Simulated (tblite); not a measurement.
Record of a relaxation.

Compound: C₄H₁₂O₂Si₃.
Numbering: `[CH2:1]=[CH:2][Si@@:3]([OH:4])([CH:5]=[O:6])[SiH2:7][CH2:8][SiH3:9]` (hydrogens: H10, H11 on C1; H12 on C2; H13 on O4; H14 on C5; H15, H16 on Si7; H17, H18 on C8; H19, H20, H21 on Si9)

Computed with GFN2-xTB (tblite), gas phase: L-BFGS steps from a force-field or distance-geometry start until the largest atomic force falls under 0.01 eV/Å. 5 of its 231 geometries are shown.

Step 0: E = -760.0359 eV, largest atomic force 2.037 eV/Å
```
atom  x, y, z in Å  |  force x, y, z in eV/Å
C1     -3.449    0.978   -0.840   -0.325   0.033  -0.292
C2     -2.503    0.075   -1.060   -0.264   0.099   0.535
Si3    -1.074   -0.291    0.092    0.767   1.472  -0.134
O4     -1.016    0.854    1.309    0.412  -1.416   0.532
C5     -1.117   -2.063    0.737   -0.229   0.616   0.378
O6     -0.423   -2.330    1.695   -0.155  -0.615  -0.086
Si7     0.910   -0.188   -1.183   -1.410   0.207  -0.640
C8      2.377   -0.818   -0.242    0.419  -1.111  -0.516
Si9     2.824    0.398    1.060    0.656   1.148   1.549
H10    -4.258    1.128   -1.560    0.261   0.065   0.272
H11    -3.482    1.607    0.047    0.129  -0.301  -0.323
H12    -2.519   -0.533   -1.953   -0.138   0.081  -0.122
H13    -0.606    0.536    2.153   -0.586   0.544  -1.089
H14    -1.758   -2.784    0.205    0.271  -0.515   0.203
H15     0.691   -1.062   -2.358    0.107   0.094  -0.030
H16     1.135    1.182   -1.697    0.056  -0.219   0.032
H17     2.163   -1.799    0.198    0.039   0.187  -0.075
H18     3.215   -0.965   -0.930   -0.023  -0.032   0.105
H19     1.729    0.541    2.064    0.331  -0.046  -0.301
H20     4.039   -0.057    1.782   -0.216   0.098  -0.129
H21     3.112    1.740    0.480   -0.102  -0.388   0.131
```

Step 58: E = -760.4025 eV, largest atomic force 0.069 eV/Å
```
atom  x, y, z in Å  |  force x, y, z in eV/Å
C1     -3.510    0.984   -0.774    0.018  -0.003  -0.014
C2     -2.647    0.010   -1.024    0.024  -0.008   0.000
Si3    -1.021   -0.253   -0.097    0.025   0.006   0.016
O4     -0.899    0.796    1.147   -0.013  -0.012   0.066
C5     -1.166   -1.982    0.729   -0.002  -0.014   0.020
O6     -0.961   -2.120    1.915   -0.007   0.022  -0.014
Si7     0.949   -0.176   -1.318   -0.004  -0.007  -0.024
C8      2.422   -0.757   -0.255   -0.008   0.013  -0.011
Si9     2.936    0.400    1.165    0.000   0.007   0.018
H10    -4.422    1.109   -1.339    0.006   0.016   0.015
H11    -3.335    1.703    0.010    0.001  -0.022  -0.006
H12    -2.868   -0.674   -1.835    0.010  -0.009   0.007
H13    -0.938    0.459    2.042   -0.017   0.027  -0.061
H14    -1.382   -2.881    0.116   -0.005  -0.007  -0.011
H15     0.873   -1.071   -2.491   -0.016   0.027   0.014
H16     1.242    1.165   -1.847   -0.007  -0.022   0.001
H17     2.188   -1.738    0.162    0.012   0.007   0.000
H18     3.288   -0.904   -0.902   -0.010  -0.013  -0.015
H19     1.885    0.456    2.180   -0.015   0.004   0.002
H20     4.162   -0.112    1.789    0.010  -0.005  -0.012
H21     3.196    1.738    0.628   -0.002  -0.006   0.011
```

Step 115: E = -760.4109 eV, largest atomic force 0.029 eV/Å
```
atom  x, y, z in Å  |  force x, y, z in eV/Å
C1     -3.457    0.957   -0.823   -0.011  -0.002   0.006
C2     -2.605   -0.040   -1.015    0.003   0.005  -0.013
Si3    -1.003   -0.268   -0.036    0.005   0.007  -0.008
O4     -0.897    0.821    1.171    0.004   0.006  -0.005
C5     -1.212   -1.976    0.821    0.001  -0.007   0.028
O6     -1.174   -2.077    2.026    0.004   0.008  -0.011
Si7     0.934   -0.141   -1.293   -0.003   0.000  -0.002
C8      2.469   -0.730   -0.330   -0.009   0.004  -0.005
Si9     2.972    0.347    1.158   -0.006  -0.007  -0.009
H10    -4.357    1.078   -1.406    0.004   0.006  -0.008
H11    -3.285    1.700   -0.061   -0.002  -0.005   0.000
H12    -2.817   -0.751   -1.804    0.002  -0.012   0.012
H13    -1.172    0.577    2.054    0.000  -0.001   0.019
H14    -1.339   -2.894    0.210   -0.003  -0.001  -0.009
H15     0.796   -0.990   -2.492    0.009  -0.003  -0.010
H16     1.188    1.216   -1.796   -0.003   0.005  -0.002
H17     2.299   -1.749    0.021   -0.004   0.001   0.001
H18     3.310   -0.788   -1.021    0.007   0.001   0.012
H19     1.926    0.311    2.178   -0.006  -0.006   0.006
H20     4.219   -0.174    1.730    0.009  -0.009  -0.001
H21     3.196    1.722    0.708    0.000   0.008  -0.001
```

Step 172: E = -760.4197 eV, largest atomic force 0.024 eV/Å
```
atom  x, y, z in Å  |  force x, y, z in eV/Å
C1     -3.456    0.868   -0.984    0.003   0.003  -0.006
C2     -2.610   -0.151   -0.985    0.006  -0.001  -0.005
Si3    -0.991   -0.176   -0.009    0.009  -0.009  -0.003
O4     -0.952    1.022    1.096    0.008   0.005  -0.011
C5     -1.059   -1.802    1.016   -0.006  -0.003   0.009
O6     -0.975   -1.776    2.223    0.010   0.003  -0.022
Si7     0.907    0.009   -1.319   -0.001   0.009   0.014
C8      2.433   -0.727   -0.447    0.003   0.002  -0.002
Si9     2.885    0.087    1.215   -0.001  -0.017  -0.008
H10    -4.361    0.880   -1.574   -0.003  -0.002   0.002
H11    -3.271    1.743   -0.383   -0.016   0.002   0.010
H12    -2.829   -1.003   -1.618   -0.005  -0.002   0.007
H13    -1.092    0.816    2.019   -0.012  -0.003   0.001
H14    -1.145   -2.784    0.504    0.002   0.016   0.005
H15     0.727   -0.686   -2.608   -0.003  -0.005  -0.001
H16     1.200    1.409   -1.661   -0.002  -0.014  -0.006
H17     2.273   -1.793   -0.278   -0.006   0.004  -0.002
H18     3.287   -0.658   -1.122    0.008   0.011   0.003
H19     1.908   -0.308    2.229    0.000  -0.003   0.000
H20     4.222   -0.358    1.622   -0.006  -0.003   0.009
H21     2.891    1.544    1.063    0.013   0.008   0.004
```

Step 230: E = -760.4246 eV, largest atomic force 0.009 eV/Å
```
atom  x, y, z in Å  |  force x, y, z in eV/Å
C1     -3.503    0.783   -0.973   -0.004   0.003   0.000
C2     -2.604   -0.191   -0.968    0.002   0.003  -0.005
Si3    -0.966   -0.119   -0.022   -0.005  -0.005  -0.005
O4     -0.931    1.134    1.019   -0.003  -0.002  -0.001
C5     -1.011   -1.705    1.064   -0.007   0.000  -0.003
O6     -0.956   -1.640    2.271    0.005   0.004   0.001
Si7     0.926    0.065   -1.338    0.001   0.006  -0.002
C8      2.458   -0.695   -0.497    0.004  -0.003   0.002
Si9     2.860   -0.034    1.244    0.005   0.000   0.004
H10    -4.421    0.731   -1.538    0.003  -0.007  -0.002
H11    -3.352    1.685   -0.403    0.002   0.002   0.007
H12    -2.800   -1.072   -1.567    0.004   0.002   0.001
H13    -1.161    1.000    1.937   -0.004  -0.001   0.000
H14    -1.069   -2.705    0.583    0.004   0.003   0.004
H15     0.727   -0.617   -2.632   -0.003   0.000   0.000
H16     1.228    1.464   -1.673   -0.001   0.002   0.002
H17     2.326   -1.776   -0.430   -0.004  -0.007   0.000
H18     3.322   -0.541   -1.143    0.002   0.000  -0.001
H19     1.810   -0.451    2.173   -0.003   0.005   0.004
H20     4.145   -0.588    1.686    0.004  -0.004  -0.004
H21     2.962    1.426    1.207   -0.002   0.002  -0.002
```

**Question.** Summarise the path.

**Answer.** The energy falls by 37.50 kJ/mol from step 0 to step 230; nine tenths of that is first reached at step 37. It falls at every step. The largest force goes from 2.037 to 0.009 eV/Å. Among the bonds C8–Si9 changes most, from 1.836 to 1.904 Å; the atoms move by 0.586 Å rms after alignment.

**Question.** Follow the three bonds and two angles with the largest change from start to end.

**Answer.** 
```tsv
step	E above end (kJ/mol)	largest force (eV/Å)	C8–Si9 (Å)	Si7–C8 (Å)	Si3–Si7 (Å)	C5–Si3–Si7 (°)	C2–Si3–C5 (°)
0	37.50	2.037	1.836	1.853	2.360	104.2	112.1
10	9.24	0.155	1.902	1.905	2.327	105.2	109.3
20	6.61	0.107	1.901	1.906	2.325	106.8	109.4
30	4.26	0.089	1.897	1.906	2.318	108.0	109.1
40	3.55	0.063	1.903	1.908	2.317	107.4	108.2
50	2.51	0.069	1.903	1.907	2.317	107.9	106.6
60	2.06	0.034	1.904	1.906	2.320	108.9	105.5
70	1.84	0.036	1.904	1.905	2.317	109.4	104.8
80	1.70	0.039	1.904	1.905	2.315	110.2	104.7
90	1.54	0.022	1.904	1.904	2.312	111.0	104.9
100	1.45	0.034	1.903	1.904	2.312	111.6	104.9
110	1.37	0.032	1.904	1.905	2.312	112.1	104.6
120	1.29	0.038	1.904	1.905	2.313	112.6	104.1
130	1.24	0.019	1.903	1.904	2.313	113.1	103.7
140	1.19	0.027	1.904	1.905	2.314	113.4	103.8
150	1.10	0.032	1.904	1.904	2.310	114.1	103.7
160	0.77	0.039	1.904	1.905	2.311	114.5	104.0
170	0.49	0.027	1.905	1.905	2.314	113.6	104.8
180	0.36	0.035	1.905	1.903	2.311	113.5	105.0
190	0.25	0.018	1.905	1.905	2.314	113.3	104.9
200	0.16	0.021	1.905	1.905	2.312	112.9	104.6
210	0.09	0.020	1.905	1.906	2.312	112.6	104.1
220	0.04	0.014	1.905	1.906	2.312	113.0	103.7
230	0.00	0.009	1.904	1.905	2.312	114.0	103.4
```

What follows is the cost of the whole relaxation. On an Arm Neoverse V1 with one thread, no GPU, shared host with 32 logical CPUs at a one-minute load of 11, this took 2.6 s of wall time.
